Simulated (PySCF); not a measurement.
# Do core-level shifts follow atomic charges?

C3H12OSi2.
Atom-mapped SMILES: `[CH3:1][CH2:2][O:3][Si@H:4]([CH3:5])[SiH3:6]`

Structure used (PBE0-D3(BJ)/def2-SVP), in Å, numbered top down from 1:
```
atom  x, y, z in Å
C1     2.957    0.452    0.167
C2     1.753   -0.419   -0.105
O3     0.579    0.291    0.213
Si4   -0.940   -0.409    0.267
C5    -1.493   -0.997   -1.427
Si6   -2.372    1.243    1.105
H7     3.889   -0.080   -0.076
H8     2.909    1.370   -0.437
H9     2.986    0.744    1.228
H10    1.815   -1.351    0.491
H11    1.741   -0.724   -1.170
H12   -0.902   -1.589    1.198
H13   -2.503   -1.433   -1.372
H14   -1.517   -0.164   -2.146
H15   -0.816   -1.772   -1.821
H16   -1.929    1.714    2.454
H17   -2.420    2.413    0.173
H18   -3.760    0.694    1.230
```

Binding energies: delta-SCF UKS SCAN, pcX-2 on the ionised atom, pcseg-1 elsewhere, spin-free X2C in PySCF 2.14.0. Charges: PBE0/pcSseg-1 ground-state density, for the ionised atom.

```tsv
atom	environment	C 1s (eV)	Mulliken (e)	IAO (e)	Hirshfeld (e)	ESP (e)
C5	Si-methyl carbon	290.15	-0.647	-0.730	-0.215	-0.634
C1	methyl carbon	290.63	-0.283	-0.413	-0.120	-0.466
C2	sp3 carbon bound to oxygen	292.13	+0.017	-0.033	+0.010	+0.416
```

Question: Give the correlation coefficient and slope of binding energy on charge for each scheme.

Answer: ESP: r = 1.00, slope 1.8 eV per e; Hirshfeld: r = 0.98, slope 9.0 eV per e; IAO: r = 0.97, slope 2.9 eV per e; Mulliken: r = 0.94, slope 2.9 eV per e. On 3 points no scheme stands out.

Question: The point-charge model writes a binding energy as kq + V + constant, with V the potential of the other atoms' charges at the site. What does it give with the Mulliken charges?

Answer: V = Σ 14.40 eV Å × q/r over all other atoms: +8.41 eV at C5, +3.71 eV at C1, -2.06 eV at C2. Fitting binding energy − V to q gives k = 18.6 eV per e and leaves an rms residual of 0.77 eV, against 0.28 eV for the fit on q alone. The model has no term for differences in relaxation between sites.

One conformer (not necessarily the lowest) at the PBE0-D3(BJ)/def2-SVP geometry, without solvent, vibrations or thermal averaging.
